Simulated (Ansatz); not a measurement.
Mulliken charges of ClH3SiZn, SMILES `[SiH3][Zn][Cl]` from B3LYP/def2-TZVPP in Ansatz (PBE0-D4/def2-TZVP geometry).

```
atom   x (Å)   y (Å)   z (Å)  charge (e)
 Si1  -0.659   0.402  -0.394       0.204
 Zn2   1.133  -0.708   0.645       0.293
 Cl3   2.746  -1.708   1.580      -0.339
  H4  -0.480   0.420  -1.871      -0.053
  H5  -1.945  -0.280  -0.087      -0.053
  H6  -0.753   1.809   0.081      -0.053
```

Problem. By hand: the dipole of these point charges (1 e Å = 4.8032 D).

Solution. Σ q r = (-0.565, 0.350, -0.328) e Å, of length 0.741 e Å = 3.56 D.

Problem. How does the dipole of the full density compare? (Estimate.)

Solution. Computed: (-0.335, 0.208, -0.194) e Å, 2.11 D; the point charges give 1.69 times that, at 0° from its direction.

Point charges leave out the atoms' own dipoles, such as those of lone pairs, and Mulliken's split depends on the basis, so the two needn't agree.

B3LYP here is the variant with VWN-RPA as its local correlation; programs differ in this.
